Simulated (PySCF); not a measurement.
SMILES C(#C)/C=C\B, B3LYP/def2-SVP optimised geometry.

```
10

B      1.25    -2.14     1.35
C      1.73    -0.89     0.57
C      0.91     0.04     0.00
C     -0.51     0.04     0.00
C     -1.73     0.11    -0.04
H      0.07    -2.36     1.48
H      2.05    -2.91     1.82
H      2.80    -0.70     0.45
H      1.35     0.89    -0.53
H     -2.80     0.15    -0.07
```

Density from B3LYP/def2-TZVP (PySCF) at that geometry.

Minimum of the electron density along straight lines between bonded atoms, close to the bond critical point (lines longer than 1.1 times the sum of covalent radii, or with two minima, are not listed):

```json
[
 {"bond": "B1–C2", "length / Å": "1.543", "ρ at the minimum / e bohr⁻³": "0.193", "∇²ρ there / e bohr⁻⁵": "(withheld)", "position (fraction from the first atom)": "0.33"},
 {"bond": "C2–C3", "length / Å": "1.364", "ρ at the minimum / e bohr⁻³": "0.334", "∇²ρ there / e bohr⁻⁵": "-1.01", "position (fraction from the first atom)": "0.47"},
 {"bond": "C3–C4", "length / Å": "1.422", "ρ at the minimum / e bohr⁻³": "0.295", "∇²ρ there / e bohr⁻⁵": "(withheld)", "position (fraction from the first atom)": "0.47"},
 {"bond": "C4–C5", "length / Å": "1.216", "ρ at the minimum / e bohr⁻³": "0.410", "∇²ρ there / e bohr⁻⁵": "(withheld)", "position (fraction from the first atom)": "0.51"},
 {"bond": "B1–H6", "length / Å": "1.205", "ρ at the minimum / e bohr⁻³": "0.184", "∇²ρ there / e bohr⁻⁵": "-0.41", "position (fraction from the first atom)": "0.44"},
 {"bond": "B1–H7", "length / Å": "1.207", "ρ at the minimum / e bohr⁻³": "0.183", "∇²ρ there / e bohr⁻⁵": "-0.40", "position (fraction from the first atom)": "0.44"},
 {"bond": "C2–H8", "length / Å": "1.097", "ρ at the minimum / e bohr⁻³": "0.278", "∇²ρ there / e bohr⁻⁵": "-0.96", "position (fraction from the first atom)": "0.64"},
 {"bond": "C3–H9", "length / Å": "1.100", "ρ at the minimum / e bohr⁻³": "0.280", "∇²ρ there / e bohr⁻⁵": "-0.98", "position (fraction from the first atom)": "0.65"},
 {"bond": "C5–H10", "length / Å": "1.074", "ρ at the minimum / e bohr⁻³": "0.286", "∇²ρ there / e bohr⁻⁵": "-1.05", "position (fraction from the first atom)": "0.67"}
]
```

**Question.** Complete the blanks.

**Answer.** 
- B1–C2, ∇²ρ there / e bohr⁻⁵: -0.19
- C3–C4, ∇²ρ there / e bohr⁻⁵: -0.86
- C4–C5, ∇²ρ there / e bohr⁻⁵: -1.17
